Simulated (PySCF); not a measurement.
## Calculated NMR data

[PySCF 2.14: structure optimised with GFN2-xTB; σ from GIAO-PBE0/pcSseg-1; a single conformation; no relativistic terms; averaged over atoms made equivalent by symmetry, fast rotation or ring inversion; no solvent]

Shifts are taken against calculated references (same method and geometry level): TMS for ¹H and ¹³C. Where no couplings were computed, multiplicities follow the n + 1 count of equivalent neighbours, and m marks all less simple cases (inequivalent or close neighbours, rings, F or P nearby). Acid and N–H amide carbonyl carbons lie up to 10 ppm further downfield in solution (hydrogen bonding). Shifts are as computed. Against solution values, carbons near 30 ppm lie about +3 ppm off and those near 130 ppm about +5 ppm. Of 1309 compounds with measured shifts, 239 miss one by over three times the rms of a fit or turn the order of signals round; such compounds aren't used in these exercises. OH and NH positions are gas-phase values without hydrogen bonding to other molecules.

Compound 1 (C4H6N2O2Si). ¹H NMR (600 MHz, computed): δ 8.13 (m, 1H), 7.66 (m, 1H), 6.45 (br s, 1H), 5.14 (s, 3H). ¹³C{¹H} NMR (computed): δ 170.4, 150.7, 145.6, 129.1. Structure: SMILES O=C(O)c1cncn1[SiH3].

Compound 2 (C8H12Si). ¹H NMR (600 MHz, computed): δ 7.19 (t, 1H), 5.03 (m, 2H), 2.52 (t, 2H), 1.91 (m, 2H), 1.50 (m, 2H), 1.16 (t, 3H). ¹³C{¹H} NMR (computed): δ 164.4, 135.8, 102.7, 86.4, 26.5, 24.5, 18.5, 15.5. Structure: `C(CC)C#CC1=CC[SiH2]1`.

Compound 3 (C8H12Si). ¹H NMR (600 MHz, computed): δ 7.15 (t, 1H), 5.01 (m, 2H), 2.74 (sept, 1H), 1.89 (m, 2H), 1.22 (d, 6H). ¹³C{¹H} NMR (computed): δ 163.7, 135.8, 108.1, 85.2, 25.5, 24.6, 18.5. Structure: `CC(C)C#CC1=CC[SiH2]1`.
